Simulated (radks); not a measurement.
All-electron atom: the gold ion Au2+ in [Xe] 4f14 5d7.5 6s1.5 (fractional occupations, a model configuration). Calculated with a radial shooting solver on a logarithmic mesh with Libxc functionals: scalar-relativistic Kohn-Sham, PBEsol, spin-unpolarised, spherical densities, point nucleus.

Unscreened Slater integrals over Kohn-Sham orbitals (cm^-1).

| integral | value |
|---|---|
| F0(6s,6s) | 84317 |
| F0(6s,5d) | 98704 |
| G2(6s,5d) | 23364 |
| F0(6s,5p) | 103780 |
| G1(6s,5p) | 8259.0 |
| F0(6s,4f) | 110490 |
| G3(6s,4f) | 3299.0 |
| F0(5d,5d) | 137300 |
| F2(5d,5d) | 71435 |
| F4(5d,5d) | 47413 |
| F0(5d,5p) | 155880 |
| F2(5d,5p) | 77445 |
| G1(5d,5p) | 93299 |
| G3(5d,5p) | 57843 |
| F0(5d,4f) | 177620 |
| F2(5d,4f) | 41788 |
| F4(5d,4f) | 19490 |
| G1(5d,4f) | 13388 |
| G3(5d,4f) | 12773 |
| G5(5d,4f) | 10267 |
| F0(5p,5p) | 186130 |
| F2(5p,5p) | 100390 |
| F0(5p,4f) | 229340 |
| F2(5p,4f) | 71350 |
| G2(5p,4f) | 26871 |
| G4(5p,4f) | 22845 |
| F0(4f,4f) | 402920 |
| F2(4f,4f) | 200230 |
| F4(4f,4f) | 127520 |
| F6(4f,4f) | 92308 |

Derived for the open shells (J is the average intra-shell exchange parameter used in DFT+U). 5d: Racah B = F2/49 - 5 F4/441 = 920.3 cm^-1, C = 35 F4/441 = 3763 cm^-1, C/B = 4.09, F4/F2 = 0.664, J = (F2 + F4)/14 = 8489 cm^-1.
